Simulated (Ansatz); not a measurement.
`[NH2][AlH][SiH2][TeH]` + SiH₄ → `[SiH3][TeH]` + `[NH2][AlH][SiH3]`  (formal exchange of groups at a Te–Si bond)

Gas-phase electronic energies from Ansatz, PBE0-D4/def2-TZVP geometries. CBS: MP2 limit from def2 TZ/QZ plus the TZ coupled-cluster correction, frozen cores. This one scheme is used for every species. DFT in def2-TZVPP. B3LYP here is the variant with VWN-RPA as its local correlation; programs differ in this. def2 core potentials past Kr. For Te outer-core shells are correlated without core-valence functions, which leaves a few kJ/mol of doubt a bond. One conformer a species, not always the lowest.

```tsv
level	ΔE (kJ/mol)	difference from CCSD(T)/CBS
PBE-D4	11.8	-0.5
r2SCAN-D4	11.2	-1.1
PBE0-D4	11.2	-1.1
B3LYP-D4	11.4	-0.9
ωB97X-V	8.4	-3.9
ωB97M-V	10.3	-2.0
B2PLYP	9.3	-3.0
PBE	8.8	-3.5
r2SCAN	10.3	-2.0
PBE0	8.4	-3.9
B3LYP	6.5	-5.8
HF/def2-TZVPP	5.0	-7.3
MP2/def2-TZVPP	14.2	1.9
SCS-MP2/def2-TZVPP	12.1	-0.2
CCSD/def2-TZVPP	9.5	-2.8
CCSD(T)/def2-TZVPP	11.4	-0.9
HF/def2-QZVPP	4.6	-7.7
MP2/def2-QZVPP	14.6	2.3
SCS-MP2/def2-QZVPP	12.4	0.1
HF/CBS(def2)	4.5	-7.8
MP2/CBS(def2)	15.1	2.8
CCSD/CBS(def2)	10.4	-1.9
CCSD(T)/CBS	12.3	0
```

Largest T1 diagnostic among the species: 0.013.

In def2-TZVPP, CCSD(T) changes the Hartree–Fock value by +6.4 kJ/mol (the triples alone add +1.9 kJ/mol) and MP2 by +9.3 kJ/mol. The D4 term adds +4.8 kJ/mol with B3LYP and +2.8 kJ/mol with PBE0; it sums over pairs of atoms, weighted by their polarisabilities, and B3LYP, whose exchange is more repulsive, gets the larger term.
